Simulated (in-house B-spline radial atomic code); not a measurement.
The gadolinium ion Gd⁺: [Xe] 4f7 6s1 10p1 (an excited or competing configuration)

Computed with a radial B-spline atomic code at the basis-set limit: Dirac-Hartree-Fock, average of configuration, Fermi nucleus of rms radius 5.1569 fm.

Screening seen three ways: the hydrogenic charge with the same mean radius, Z_r = [3n² - l(l+1)]/(2<r>), the one with the same energy, Z_e = n√(-2ε), and Slater's rules. Values are occupation-weighted means over j. An effective charge above Z reflects the relativistic contraction of the inner shells.

```tsv
shell	electrons	ε (eV)	<r> (bohr)	Z_r	Z_e	Slater
1s	2	-50559	0.0219	68.48	60.96	63.70
2s	2	-8479.4	0.09266	64.75	49.93	59.85
2p	6	-7567	0.08208	60.92	47.17	59.85
3s	2	-1943	0.2431	55.53	35.85	52.75
3p	6	-1651.8	0.2417	51.72	33.05	52.75
3d	10	-1253.9	0.2208	47.54	28.80	42.85
4s	2	-427.56	0.553	43.40	22.42	36.25
4p	6	-328.29	0.5844	39.36	19.65	36.25
4d	10	-184.87	0.638	32.92	14.74	24.85
5s	2	-76.31	1.347	27.85	11.84	12.30
5p	6	-48.906	1.549	23.56	9.48	12.30
4f	7	-34.862	0.8289	21.72	6.40	15.90
6s	1	-17.359	3.467	15.58	6.78	4.20
10p	1	-1.2344	32.71	4.55	3.01	2.00
```

The least bound orbital is 10p3/2 at -1.228 eV, and it is also the most diffuse (<r> = 32.87 bohr).

Spin-orbit splittings of the orbital energies (j = l + 1/2 above j = l - 1/2 when positive): 2p 697.8 eV, 3p 146 eV, 3d 31.41 eV, 4p 32.74 eV, 4d 6.009 eV, 5p 4.736 eV, 4f 0.7584 eV, 10p 0.01764 eV.

For the 1s electron the small component carries 5.69 % of the norm, the zero-frequency Breit interaction raises the level by 150.9 eV, self-energy by 90.3 eV, and vacuum polarisation lowers it by 14.72 eV.

The density falls to 0.001 bohr⁻³ at 4.319 bohr; Σ<r²> = 1241.9 bohr² gives, by the non-relativistic formula and without the paramagnetism of open shells, a Langevin diamagnetic susceptibility of -983.5×10⁻⁶ cm³/mol.
